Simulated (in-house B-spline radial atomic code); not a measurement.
Sr⁵⁺. Computed with a B-spline radial atomic code. Model: all-electron spherical atom, spin shells full or empty, radial basis limit, no spin-orbit coupling, Breit or QED, empty-state partial waves extrapolated as (l+1/2)^-4, RPA, G0W0 and static COHSEX of the highest shell as one setting changes (uncorrelated shells keep exact exchange).

Empty levels are discrete states of a finite basis, so the steps are uneven.

Given: element Sr; charge 5; filled core Ar; hamiltonian one-electron scalar X2C; mean-field start PBE0; highest l of empty states 9; nuclear rms radius 4.224 fm; lowest nl shells left uncorrelated 4; highest mean-field shell 4p up; box radius 10.43 bohr.

Shell: 3d 5 5, 4s 1 1, 4p 3 0 (electrons up and down).

```tsv
highest empty level kept (hartree)	RPA correlation energy (hartree)	G0W0 level (eV)	G0W0 minus most complete (meV)	COHSEX level (eV)	linearised minus solved G0W0 (meV)
12	-0.62691	-89.307	330.8	-90.979	-6.2
24	-0.86363	-89.446	192.2	-91.324	-6.5
42	-1.0695	-89.519	118.4	-91.516	-6.7
72	-1.2244	-89.574	63.4	-91.685	-6.8
120	-1.3081	-89.6	37.6	-91.759	-6.9
216	?	?	?	?	?
360	?	?	?	?	?
720	-1.4123	-89.637	1.1	-91.877	-6.9
1440	-1.414	-89.638	0.3	-91.88	-7
3000	-1.4144	-89.638	0.1	-91.881	-7
7200	-1.4145	-89.638	0	-91.881	-7
24000	-1.4145	-89.638	0	-91.881	-7
```

Q: What follows for highest empty level kept = 216?

A: RPA correlation energy -1.3757 hartree; G0W0 level -89.625 eV; G0W0 minus most complete 13.2 meV; COHSEX level -91.841 eV; linearised minus solved G0W0 -6.9 meV.

Q: What follows for highest empty level kept = 360?

A: RPA correlation energy -1.3983 hartree; G0W0 level -89.631 eV; G0W0 minus most complete 6.5 meV; COHSEX level -91.861 eV; linearised minus solved G0W0 -6.9 meV.
